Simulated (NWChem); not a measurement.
System: Si$_{2}$H$_{4}$O, singlet; SMILES O[Si][SiH3]

Parts of the log:

```
             Northwest Computational Chemistry Package (NWChem) 7.3.0
             --------------------------------------------------------

                             Geometry "geometry" -> ""
                             -------------------------

 Output coordinates in angstroms (scale by  1.889725989 to convert to a.u.)

  No.       Tag          Charge          X              Y              Z
 ---- ---------------- ---------- -------------- -------------- --------------
    1 Si                  14.0000    -0.73041800     0.86883500    -0.06124000
    2 O                    8.0000     0.78201400     1.61937400     0.06274300
    3 H                    1.0000     1.58214300     1.05836000     0.07386900
    4 Si                  14.0000     0.09354100    -1.45240600    -0.01692800
    5 H                    1.0000     1.58154000    -1.50097200    -0.31532900
    6 H                    1.0000    -0.59934100    -2.41434400    -0.95149100
    7 H                    1.0000    -0.07696600    -2.00258800     1.38349900

 Effective nuclear repulsion energy (a.u.)     131.7995353923

  pbe96 is a nonlocal functional; adding pw91lda local functional.

                                 NWChem DFT Module
                                 -----------------

 Summary of "ao basis" -> "ao basis" (spherical)
 ------------------------------------------------------------------------------
       Tag                 Description            Shells   Functions and Types
 ---------------- ------------------------------  ------  ---------------------
 Si                         def2-svp                 8       18   4s3p1d
 O                          def2-svp                 6       14   3s2p1d
 H                          def2-svp                 3        5   2s1p

 in cosmo_initialize ...
 calling solv_data for solv:chcl3

 solvent parameters
 solvname_short: chcl3
 solvname_long:  chloroform
 dielec:        4.7113
 dielecinf:     2.0906
 nonaqueous SMD model solvent descriptors
 dielec:        4.7113
 sola:          0.1500
 solb:          0.0200
 solc:          0.0000
 solg:         38.3900
 solh:          0.7500
 soln:          1.4459

          ---------------
          -cosmo- solvent
          ---------------
 Cosmo: York-Karplus, doi: 10.1021/jp992097l
 dielectric constant -eps-     =   4.71
 screen = (eps-1)/(eps    )    =   0.78774
 surface charge correction     = lagrangian

   van der Waals surface
 --------------------------

 ---------- ATOMIC COORDINATES (A.U.) ------------ VDWR(ANG.) --
     1   -1.38028988    1.64186008   -0.11572682     2.470
     2    1.47779218    3.06017313    0.11856708     2.024
     3    2.98981674    2.00001040    0.13959217     1.200
     4    0.17676686   -2.74464936   -0.03198928     2.470
     5    2.98867724   -2.83642580   -0.59588541     1.200
     6   -1.13259026   -4.56244860   -1.79805727     1.200
     7   -0.14544465   -3.78434259    2.61443402     1.200
 number of segments per atom =        128
 number of   points per atom =        128
 atom (   nspa,  nppa )
 ----------------------
    1 (     81,     0 )       0
    2 (     72,     0 )       0
    3 (     26,     0 )       0
    4 (     91,     0 )       0
    5 (     33,     0 )       0
    6 (     35,     0 )       0
    7 (     33,     0 )       0
 number of -cosmo- surface points =      371
 molecular surface =    130.212 angstrom**2
 molecular volume  =    121.943 angstrom**3
 -lineq- algorithm             =   0
 -bem- low  level              =   3
 -bem- from -octahedral-
 gaussian surface charge width =   4.50000
 degree of switching           =   1.00000
 switching function tolerance  =   0.00010
 atomic radii =
 --------------
    1 14.000  2.470
    2  8.000  2.024
    3  1.000  1.200
    4 14.000  2.470
    5  1.000  1.200
    6  1.000  1.200
    7  1.000  1.200
 ...... end of -cosmo- initialization ......

 nat:                     7
 ixmem:                  2814
 calling mnsol_interface()
 G(SMD-CDS) energy (kcal/mol)  =    -0.864
 SMD-CDS SASA (angstrom**2)    =   138.322

            General Information
            -------------------
          SCF calculation type: DFT
          Wavefunction type:  closed shell.
          No. of atoms     :     7
          No. of electrons :    40
           Alpha electrons :    20
            Beta electrons :    20
          Charge           :     0
          Spin multiplicity:     1
          Use of symmetry is: off; symmetry adaption is: off
          Maximum number of iterations: 150
          AO basis - number of functions:    70
                     number of shells:    34
          Convergence on energy requested:  1.00D-06
          Convergence on density requested:  1.00D-05
          Convergence on gradient requested:  5.00D-04

              XC Information
              --------------
          PerdewBurkeErnzerhof Exchange Functional  1.000
            Perdew 1991 LDA Correlation Functional  1.000 local
           PerdewBurkeErnz. Correlation Functional  1.000 non-local

             Grid Information
             ----------------
          Grid used for XC integration:  medium
          Radial quadrature: Mura-Knowles
          Angular quadrature: Lebedev.
          Tag              B.-S. Rad. Rad. Pts. Rad. Cut. Ang. Pts.
          ---              ---------- --------- --------- ---------
          Si                  1.10       88          10.0       590
          O                   0.60       49          11.0       434
          H                   0.35       45          11.0       434
          Grid pruning is: on
          Number of quadrature shells:   405
          Spatial weights used:  Erf1

      Superposition of Atomic Density Guess
      -------------------------------------

 Sum of atomic energies:        -654.16535857

      Non-variational initial energy
      ------------------------------

 Total energy =    -654.699007
 1-e energy   =   -1168.314970
 2-e energy   =     381.816428
 HOMO         =      -0.195171
 LUMO         =      -0.057368

   convergence    iter        energy       DeltaE   RMS-Dens  Diis-err
 ---------------- ----- ----------------- --------- --------- ---------
     COSMO gas phase
 d= 0,ls=0.0,diis     1   -655.8947199598 -7.88D+02  2.38D-02  5.67D-01
 d= 0,ls=0.0,diis     2   -655.2750279685  6.20D-01  1.85D-02  5.68D+00
 d= 0,ls=0.0,diis     3   -655.9589357884 -6.84D-01  3.47D-03  3.97D-02
 d= 0,ls=0.0,diis     4   -655.9634274686 -4.49D-03  1.40D-03  5.55D-03
 d= 0,ls=0.0,diis     5   -655.9643767178 -9.49D-04  3.12D-04  3.30D-04
  Resetting Diis
 d= 0,ls=0.0,diis     6   -655.9644451660 -6.84D-05  7.39D-05  1.05D-05
 d= 0,ls=0.0,diis     7   -655.9644466404 -1.47D-06  5.93D-05  1.01D-06
 d= 0,ls=0.0,diis     8   -655.9644462685  3.72D-07  3.05D-05  3.43D-06
 d= 0,ls=0.0,diis     9   -655.9644468413 -5.73D-07  6.68D-06  2.47D-07

   convergence    iter        energy       DeltaE   RMS-Dens  Diis-err
 ---------------- ----- ----------------- --------- --------- ---------
     COSMO solvation phase
 d= 0,ls=0.0,diis     1   -655.9702126572 -5.77D-03  2.07D-03  1.40D-03
 d= 0,ls=0.0,diis     2   -655.9705196157 -3.07D-04  5.54D-04  8.11D-04
 d= 0,ls=0.0,diis     3   -655.9706243261 -1.05D-04  1.97D-04  2.89D-04
 d= 0,ls=0.0,diis     4   -655.9706484724 -2.41D-05  9.46D-05  8.51D-05
 d= 0,ls=0.0,diis     5   -655.9706576109 -9.14D-06  3.27D-05  1.95D-06
 d= 0,ls=0.0,diis     6   -655.9706580220 -4.11D-07  5.59D-06  6.60D-08

         Total DFT energy =     -655.970658022004
      One electron energy =    -1170.162753219292
           Coulomb energy =      433.994791494845
    Exchange-Corr. energy =      -51.411889584609
 Nuclear repulsion energy =      131.799535392289

             COSMO energy =       -0.190342105236

 Numeric. integr. density =       40.000021369992

                                COSMO-SMD solvation results
                                ---------------------------

             internal energy in gas <Psi(g)|H|Psi(g)> =      -655.964446841314
         internal energy in solvent <Psi(s)|H|Psi(s)> =      -655.963930510646
                               delta internal energy  =         0.000516330668 (    0.32 kcal/mol)
   total free energy in solvent <Psi(s)|H+V/2|Psi(s)> =      -655.969281483223
 polarization energy contribution <Psi(s)|V/2|Psi(s)> =        -0.005350972577 (   -3.36 kcal/mol)
    total free energy in solvent including G(SMD-CDS) =      -655.970658022004
                       G(SMD-CDS) energy contribution =        -0.001376538780 (   -0.86 kcal/mol)
     1 M fixed-concentration free energy of solvation =        -0.006211180689 (   -3.90 kcal/mol)

                       DFT Final Molecular Orbital Analysis
                       ------------------------------------

 Vector   18  Occ=2.000000D+00  E=-3.003934D-01
              MO Center=  8.4D-02, -1.1D+00,  2.4D-01, r^2= 4.2D+00
   Bfn.  Coefficient  Atom+Function         Bfn.  Coefficient  Atom+Function
  ----- ------------  ---------------      ----- ------------  ---------------
    66     -0.311629  7 H  s                 24      0.300118  2 O  pz
    47     -0.254298  4 Si pz                61      0.244568  6 H  s
    27      0.221819  2 O  pz                50     -0.200417  4 Si pz
    67     -0.177560  7 H  s                 44      0.145845  4 Si pz
    62      0.136598  6 H  s                 56      0.069860  5 H  s

 Vector   19  Occ=2.000000D+00  E=-2.865606D-01
              MO Center=  1.2D-01,  3.1D-01, -4.2D-02, r^2= 4.3D+00
   Bfn.  Coefficient  Atom+Function         Bfn.  Coefficient  Atom+Function
  ----- ------------  ---------------      ----- ------------  ---------------
    23      0.384575  2 O  py                26      0.281139  2 O  py
     3      0.255678  1 Si s                  4      0.230111  1 Si s
    22      0.186935  2 O  px                56      0.164564  5 H  s
    61     -0.165222  6 H  s                  8     -0.162110  1 Si px
     2      0.159001  1 Si s                 46      0.148123  4 Si py

 Vector   20  Occ=2.000000D+00  E=-1.932098D-01
              MO Center= -6.0D-01,  3.2D-01, -5.3D-02, r^2= 3.8D+00
   Bfn.  Coefficient  Atom+Function         Bfn.  Coefficient  Atom+Function
  ----- ------------  ---------------      ----- ------------  ---------------
     4      0.304212  1 Si s                  3      0.301664  1 Si s
    49     -0.275123  4 Si py                11     -0.264144  1 Si px
    46     -0.244588  4 Si py                 9      0.235235  1 Si py
    12      0.212316  1 Si py                40     -0.206748  4 Si s
     8     -0.197083  1 Si px                 2      0.180950  1 Si s

 Vector   21  Occ=0.000000D+00  E=-1.150530D-01
              MO Center= -5.7D-01,  6.8D-01, -5.0D-02, r^2= 3.0D+00
   Bfn.  Coefficient  Atom+Function         Bfn.  Coefficient  Atom+Function
  ----- ------------  ---------------      ----- ------------  ---------------
    13      0.632774  1 Si pz                10      0.407734  1 Si pz
    24     -0.265193  2 O  pz                27     -0.247547  2 O  pz
     7     -0.208609  1 Si pz                67     -0.175379  7 H  s
    50      0.147054  4 Si pz                62      0.126020  6 H  s
    66     -0.106420  7 H  s                 57      0.087121  5 H  s

 Vector   22  Occ=0.000000D+00  E=-3.304689D-02
              MO Center= -1.5D-01,  2.8D-01, -2.2D-02, r^2= 4.7D+00
   Bfn.  Coefficient  Atom+Function         Bfn.  Coefficient  Atom+Function
  ----- ------------  ---------------      ----- ------------  ---------------
    12      0.655329  1 Si py                21     -0.525647  2 O  s
    49      0.504232  4 Si py                57     -0.451993  5 H  s
    48      0.354499  4 Si px                62      0.341923  6 H  s
    11      0.330116  1 Si px                34      0.290011  3 H  s
    41      0.221591  4 Si s                  9      0.202737  1 Si py

 Vector   23  Occ=0.000000D+00  E= 1.050975D-02
              MO Center= -2.2D-01, -6.9D-01, -2.1D-02, r^2= 4.8D+00
   Bfn.  Coefficient  Atom+Function         Bfn.  Coefficient  Atom+Function
  ----- ------------  ---------------      ----- ------------  ---------------
    48      0.930829  4 Si px                12     -0.727429  1 Si py
     4      0.698388  1 Si s                 49     -0.664754  4 Si py
    57     -0.567744  5 H  s                 41     -0.531489  4 Si s
    11      0.502574  1 Si px                 3      0.321680  1 Si s
    34     -0.302239  3 H  s                 62      0.300609  6 H  s

     Multipole analysis of the density
     ---------------------------------

     L   x y z        total         alpha         beta         nuclear
     -   - - -        -----         -----         ----         -------
     0   0 0 0     -0.000000    -20.000000    -20.000000     40.000000

     1   1 0 0      0.498620      0.412573      0.412573     -0.326526
     1   0 1 0     -0.146045     -0.002587     -0.002587     -0.140872
     1   0 0 1     -0.027837      0.365784      0.365784     -0.759405

     2   2 0 0    -25.016064    -44.386193    -44.386193     63.756322
     2   1 1 0      1.460446      0.290714      0.290714      0.879017
     2   1 0 1     -0.075545     -1.963542     -1.963542      3.851539
     2   0 2 0    -30.825497   -148.064289   -148.064289    265.303081
     2   0 1 1     -0.016381     -0.883579     -0.883579      1.750776
     2   0 0 2    -24.636534    -17.696832    -17.696832     10.757130
```

Level: PBE/def2-SVP, SMD on the gas-phase geometry. Low-valent species are run as closed-shell singlets; no triplet was tried in these runs. Geometry: optimised at PBE-D3(BJ)/def2-SVP. Solvent: chloroform.

Task: Reconstruct the input file.

Result: This is not unique; one that fits is the input that was run:
```
start job
memory heap 200 mb stack 900 mb global 1100 mb
geometry units angstroms noautosym nocenter noautoz
  Si    -0.730418     0.868835    -0.061240
  O      0.782014     1.619374     0.062743
  H      1.582143     1.058360     0.073869
  Si     0.093541    -1.452406    -0.016928
  H      1.581540    -1.500972    -0.315329
  H     -0.599341    -2.414344    -0.951491
  H     -0.076966    -2.002588     1.383499
end
basis spherical
  * library def2-svp
end
dft
  xc xpbe96 cpbe96
  iterations 150
end
cosmo
  do_cosmo_smd true
  solvent chcl3
end
task dft energy
```
